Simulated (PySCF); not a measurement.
SMILES CC(=O)CCS (C4H8OS) (GFN2-xTB optimised geometry):

```
14

C      1.657    -1.878    -1.447
C      1.311    -1.394    -0.065
O      1.382    -2.085     0.917
C      0.831     0.047     0.000
C     -0.696     0.047     0.000
S     -1.382     1.740     0.000
H      0.871    -1.611    -2.149
H      2.576    -1.391    -1.769
H      1.808    -2.954    -1.446
H      1.200     0.621    -0.849
H      1.188     0.498     0.928
H     -1.088    -0.485     0.866
H     -1.089    -0.410    -0.908
H     -0.914     2.085     1.197
```

Method: PBE/def2-TZVP (PySCF).

Question: What are the frontier orbital energies and the dipole moment?

Answer: HOMO-2 -8.15 eV, HOMO-1 -6.02 eV, HOMO -5.53 eV, LUMO -1.84 eV, LUMO+1 -0.53 eV; dipole moment 1.75 D.

Meta-Löwdin charges at PBE/def2-TZVP: C1 -0.41, C2 0.37, O3 -0.39, C4 -0.26, C5 -0.25, S6 -0.10, H7 0.13, H8 0.14, H9 0.14, H10 0.12, H11 0.13, H12 0.14, H13 0.13, H14 0.09.
